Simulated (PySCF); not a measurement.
PySCF was given this input:
```python
from pyscf import gto, scf, dft

mol = gto.M(
    atom='''
C     1.80702411   -0.48357465    0.41578996
Si   -0.02455651    0.03887414   -0.01587123
N    -0.85990386   -0.17707537    1.51755358
N    -0.27669166    1.58492515   -0.66231877
N    -0.61351596   -1.02822717   -1.23272152
H     1.85018542   -1.41551761    0.89541846
H     2.41228582   -0.46077365   -0.52736577
H     2.24859115    0.26941949    1.02925631
H    -0.51870119    0.18718175    2.25353090
H    -1.90090089    0.07702325    1.48719027
H     0.01376921    2.34939520   -0.16654472
H     0.00331458    1.71741031   -1.65183929
H    -0.58846699   -2.02102484   -1.13033159
H    -1.47932108   -0.82241424   -1.68471508
''',
    basis='6-31g',
    verbose=4,
)

mf = dft.RKS(mol)
mf.xc = 'tpss'
mf.kernel()
g = mf.nuc_grad_method()
grad = g.kernel()
```

Q: What does this run give for the dipole moment, total energy, nuclear repulsion energy, Mulliken (on the basis functions themselves) charges in atom order, number of basis functions, HOMO energy?

A: 
| Quantity | Value |
|---|---|
| dipole moment | 1.43 D |
| total energy | -497.255137 Ha |
| nuclear repulsion energy | 256.6096 Eh |
| Mulliken (on the basis functions themselves) charges in atom order | C1 -0.73, Si2 1.17, N3 -0.88, N4 -0.91, N5 -0.93, H6 0.18, H7 0.16, H8 0.15, H9 0.28, H10 0.29, H11 0.31, H12 0.31, H13 0.31, H14 0.30 |
| number of basis functions | 67 |
| HOMO energy | -5.10 eV |

Q: Roughly what does it cost on one core?

A: roughly 40 core-seconds.
